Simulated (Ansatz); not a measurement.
Species: C2H6AlCl, charge 0, multiplicity 1. SMILES: [CH3][Al]([CH3])[Cl]
Geometry: optimised at B3LYP-D3(BJ)/def2-TZVP (Ansatz, an electronic-structure program).

Property: atomisation energy (electronic, to ground-state atoms), in eV. Valence correlation only, unless marked. UHF or UKS for open shells. Spin-orbit coupling is left out. Non-relativistic. The coupled-cluster limit lacks core correlation, which all-electron functionals hold. CBS(X,Y): correlation extrapolated as X^-3; Hartree-Fock from the larger set. [CCSD(T)-MP2]/basis is that difference in the basis named.

```json
[
 {"level": "HF/aug-cc-pV(D+d)Z", "program": "Ansatz", "atomisation energy (eV)": "28.29", "minus last row": "-9.05"},
 {"level": "HF/cc-pV(T+d)Z", "program": "Ansatz", "atomisation energy (eV)": "28.73", "minus last row": "-8.61"},
 {"level": "BHLYP-D3(BJ)/def2-TZVPD", "program": "Ansatz + dftd3", "atomisation energy (eV)": "36.54", "minus last row": "-0.80"},
 {"level": "CAM-B3LYP-D3(BJ)/def2-TZVPD", "program": "Ansatz + dftd3", "atomisation energy (eV)": "37.26", "minus last row": "-0.08"},
 {"level": "LC-wPBE-D4/def2-TZVPD", "program": "Ansatz + dftd4", "atomisation energy (eV)": "37.29", "minus last row": "-0.05"},
 {"level": "wB97X-V/def2-TZVPD", "program": "Ansatz", "atomisation energy (eV)": "37.28", "minus last row": "-0.06"},
 {"level": "B2PLYP-D3(BJ)/def2-TZVPD", "program": "Ansatz + dftd3", "atomisation energy (eV)": "36.86", "minus last row": "-0.48"},
 {"level": "RI-MP2/cc-pV(T+d)Z", "program": "Ansatz", "atomisation energy (eV)": "36.80", "minus last row": "-0.54"},
 {"level": "RI-MP2/CBS(cc-pV(T+d)Z,cc-pV(Q+d)Z)", "program": "Ansatz", "atomisation energy (eV)": "37.72", "minus last row": "0.38"},
 {"level": "RI-MP2/CBS(aug-cc-pV(T+d)Z,aug-cc-pV(Q+d)Z)+[CCSD(T)-MP2]/aug-cc-pV(T+d)Z", "program": "Ansatz", "atomisation energy (eV)": "37.34", "minus last row": "0.00"}
]
```
